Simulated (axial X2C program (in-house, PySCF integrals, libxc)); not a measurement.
**CaGe: from the spin-free to the two-component result**

Computed with an in-house relativistic program for diatomic molecules. Spin-free means the one-electron spin-free X2C Hamiltonian; two-component (2c) means X2C with spin–orbit coupling and atomic mean-field two-electron Coulomb and Gaunt terms, so the difference of the two also holds small scalar two-electron terms. Basis: Ge dyall-cv3z [9s9p7d4f1g], Ca dyall-cv3z [11s12p6d4f] (cores contracted in-house); Gaussian nuclei, density fitting, unrestricted open shells. Masses: Ge 73.921 u, Ca 39.963 u.

Spin-free state: M_S = 1, Λ = 0 (beyond evenly filled blocks: π+α, π-α); fragments Ge + Ca.

```csv
level,Re (Å),ωe (cm⁻¹),De (eV),μ (D)
PBE0,2.813,214.9,1.575,4.06
HF,2.929,199.5,1.242,3.95
CCSD,2.911,202.7,1.143,n/a
CCSD(T),2.912,202.6,1.214,n/a
BP86,2.796,217.4,1.687,4.31
```

Correlated methods: 6 electrons correlated (number of frozen shells: Ge 3 s, 2 p, 1 d; Ca 3 s, 2 p), 288 virtual spin orbitals or spinors in MP2, 81 natural virtuals in coupled cluster.

Dipoles are positive if Ca is the positive end.

Two-component determinant lowest at the distance of the search:

Ω = 1 (⟨Sz⟩ = 1.00, ⟨Lz⟩ = 0.00 at HF); fragments Ge + Ca.

```csv
level,Re (Å),ωe (cm⁻¹),μ (D)
PBE0,2.813,214.6,4.06
HF,2.930,199.2,3.95
CCSD,2.912,202.3,n/a
CCSD(T),2.913,202.2,n/a
BP86,2.796,217.1,4.30
```

(1) From the two tables, how do the constants change at the CCSD(T) level (2c against spin-free)?

Occupations by symmetry block were frozen at the best pattern of an incomplete PBE0 search. De is counted from the lowest determinant-based energies of the atoms at the same level, without counterpoise correction. De is not given where an atomic determinant may have missed its ground term or J level, or where the truncated virtual space spoils (T). Density functionals use the spin component along the axis (collinear). CCSD and (T) use frozen natural virtuals with an MP2 correction for the truncation; (T) itself is uncorrected, so its De runs slightly low. Other states lie close and PBE0, whose exact exchange favours high spin, may order them wrongly; the determinant shown need not be the ground state. The nearest other spin-free determinant of the search, M_S = 2, Λ = 0, lies 0.44 eV up at the distance of the search. Without a current term, density functionals place determinants with orbital angular momentum somewhat too high. With several unpaired electrons one determinant need not be a pure state. The outer-core s and p shells of the metal are frozen in the correlated rows, which leaves out core–valence correlation; for alkali and alkaline-earth bonds that tends to lengthen them. Open-shell Ω = 0 determinants with evenly filled partner blocks cannot be reached by this program, so the Ω shown need not be the lowest component. This is the Ω = 1 component of a π² triplet; the 0⁺ component is not one determinant and can lie lowest. The determinant is spin-polarised beyond a pure state at some levels (its spin-free form has ⟨S²⟩ too high), which makes Re and μ there less reliable. With the outer-core shells frozen, correlated bond lengths of heavy atoms tend to come out a few hundredths of an ångström too long.

## Answers

(1) At the CCSD(T) level Re increases by 0.001 Å and ωe decreases by 0.4 cm⁻¹.
